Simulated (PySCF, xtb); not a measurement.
Si(F)(OH)(NH2)2 (FH5N2OSi), SMILES [Si](F)(N)(N)O.

GFN2-xTB (xtb) at its own geometry gives an orbital gap of 7.83 eV and a dipole moment of 2.52 D.

Geometry: B3LYP-D3(BJ)/def2-SVP. This is a generated structure with no PubChem entry under its InChIKey; it may be hypothetical. The values are those of a single conformer.

Task: What does PBE0/def2-TZVP run with PySCF give? (An estimate is asked for; the answer gives what the named calculation found.)

Result: gap 8.37 eV (levels -7.70 and 0.67 eV), dipole 1.20 D.
